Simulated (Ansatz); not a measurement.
Program: Ansatz. Geometries: PBE0-D4/def2-TZVP. ΔE: electronic, gas phase. CCSD(T)/CBS adds triple-zeta CCSD(T) − MP2 to the extrapolated MP2 energy (def2 sets, frozen cores). Functionals use def2-TZVPP. B3LYP here is the variant with VWN-RPA as its local correlation; programs differ in this. Elements past krypton have def2 core potentials. For Te outer-core shells are correlated without core-valence functions, which leaves a few kJ/mol of doubt a bond. One conformer a species, not always the lowest.

Consider the ligand exchange at a B–O bond: `C=CCOB(O)O` + `[SiH3][TeH]` → `OB(O)[Te][SiH3]` + `C=CCO`.

Problem. Is it downhill or uphill in electronic energy at CCSD(T)/CBS, and by how much? (An estimate is asked.)

Solution. Computed: Uphill: ΔE = +0.82 eV.

Problem. What do these levels give: r2SCAN-D4, B3LYP, MP2/def2-TZVPP, CCSD/def2-TZVPP, HF/def2-QZVPP, SCS-MP2/def2-QZVPP? (Best estimate.)

Solution. Ansatz gave: r2SCAN-D4 0.84, B3LYP 0.93, MP2/def2-TZVPP 0.77, CCSD/def2-TZVPP 0.93, HF/def2-QZVPP 1.17, SCS-MP2/def2-QZVPP 0.84 eV.

Largest T1 diagnostic among the species: 0.012.

The D4 term adds −0.06 eV with B3LYP and −0.03 eV with PBE0; it sums over pairs of atoms, weighted by their polarisabilities, and B3LYP, whose exchange is more repulsive, gets the larger term. From PBE to PBE0 (25 % exact exchange), in def2-TZVPP and without D4, ΔE moves by +0.08 eV.
